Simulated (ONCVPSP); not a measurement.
Ranking ONCV potentials for silver (Ag)

All share these settings but for the change named:

```json
{"Element": "Ag", "Generator": "ONCVPSP 4.0.1", "Type": "optimised norm-conserving Vanderbilt (ONCV)", "Functional": "LDA (Perdew-Wang 92)", "Relativity": "scalar-relativistic", "Frozen core": "[Ar] 3d10", "Valence charge": "19", "Reference configuration": "4s2 4p6 4d10 5s0.75 5p0.25", "Partial waves": "4s+5s: rc 1.70 bohr, ncon 4, nbas 9, qcut 9 1/bohr, 2 projectors; 4p+5p: rc 2.00 bohr, ncon 3, nbas 6, qcut 6.3 1/bohr, 2 projectors; 4d: rc 1.75 bohr, ncon 4, nbas 8, qcut 7.1 1/bohr, 2 projectors, debl 1.4 Ha", "Local potential": "polynomial inside 1.50 bohr (lpopt 5, dvloc0 1 Ha)", "Core correction": "Teter function, fcfact 4.75, rcfact 1.2"}
```

Cutoff: the first of the cutoffs (Ha) at which the residual kinetic energy of the hardest occupied pseudo-wave falls to 1 and 0.1 mHa per electron; the density cutoff is not measured.

The base gives 23 Ha.

Of 7 variants that were run, those that failed, showed a ghost or another fault, or gave nearly equal values are left out.

A variant can come out equal or close to the base.

Question: Rank these variants from softest to hardest (loose cutoff).
A. all radii but the core radius scaled by about 0.87 (s 1.48, p 1.74, d 1.52 bohr); local potential polynomial inside 1.30 bohr (lpopt 5, dvloc0 1 Ha)
B. all radii but the core radius scaled by about 0.96 (s 1.64, p 1.92, d 1.68 bohr); local potential polynomial inside 1.44 bohr (lpopt 5, dvloc0 1 Ha)
C. all radii but the core radius scaled by about 0.78 (s 1.32, p 1.56, d 1.36 bohr); local potential polynomial inside 1.18 bohr (lpopt 5, dvloc0 1 Ha)
D. all radii but the core radius scaled by about 1.13 (s 1.92, p 2.26, d 1.98 bohr); local potential polynomial inside 1.70 bohr (lpopt 5, dvloc0 1 Ha)
E. all radii but the core radius scaled by about 1.32 (s 2.24, p 2.64, d 2.30 bohr); local potential polynomial inside 1.98 bohr (lpopt 5, dvloc0 1 Ha)

Answer: E (18 Ha), D (21 Ha), B (25 Ha), A (28 Ha), C (47 Ha).
